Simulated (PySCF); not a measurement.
**Calculated properties of CF3(CH2)2OH, `OCCC(F)(F)F`**

Species: CF3(CH2)2OH, C₃H₅F₃O.
Structure used (PBE0-D3(BJ)/def2-TZVP), in Å, numbered top down from 1:
```xyz
12
C3H5F3O angstrom
O      1.8111   -1.3798    0.2042
C      0.9800   -0.3453   -0.2650
C     -0.3071   -0.2544    0.5424
C     -1.2481    0.8050    0.0409
F     -2.3725    0.8447    0.7675
F     -0.7000    2.0296    0.0965
F     -1.6074    0.5942   -1.2337
H      2.1574   -1.1327    1.0653
H      1.4971    0.6214   -0.2619
H      0.7486   -0.5893   -1.3031
H     -0.8333   -1.2103    0.5119
H     -0.0917   -0.0204    1.5886
```

Structural features include: alcohol, CF3 group and C–F bond.

**PBE0-D3(BJ)/def2-TZVP geometry optimisation, gas phase (PySCF)**

```yaml
Rotational_constants_A_B_C: 5.046, 1.458, 1.441 GHz
```

From B97-2/pcSseg-2 ground state and GIAO shieldings, non-relativistic (PySCF):

```yaml
Dipole_moment: 1.96 D
HOMO_energy: -8.21 eV
LUMO_energy: 0.25 eV
HOMO–LUMO_gap: 8.46 eV
13C_chemical_shifts_computed_TMS_as_zero_by_class: 136.5 (C4), 62.5 (C2), 42.9 (C3) ppm
1H_chemical_shifts_computed_TMS_as_zero_by_class: 3.87 (H9/H10), 2.19 (H11/H12), 0.12 (H8) ppm
Isotropic_shieldings_of_nuclei_other_than_C_and_H_by_class: 297 (O1), 254 (F5/F6/F7) ppm
```

Monoisotopic mass (most abundant isotopes): 114.0292 u.

The rotational constants are those of a nearly prolate symmetric top. With B = h/(8π²I), that is 505.379 GHz u Å² over I, the principal moments of inertia are 100.1, 346.6 and 350.8 u Å² (most abundant isotopes). In atomic units the dipole is 0.77 e·bohr (1 au = 2.5417 D).

Geometry: PBE0-D3(BJ)/def2-TZVP, one conformer, isolated molecule. NMR classes are plain means over equivalent atoms (diastereotopic ones count apart unless rotation or inversion swaps them), as if these changed places fast; in this geometry the members of some classes differ.
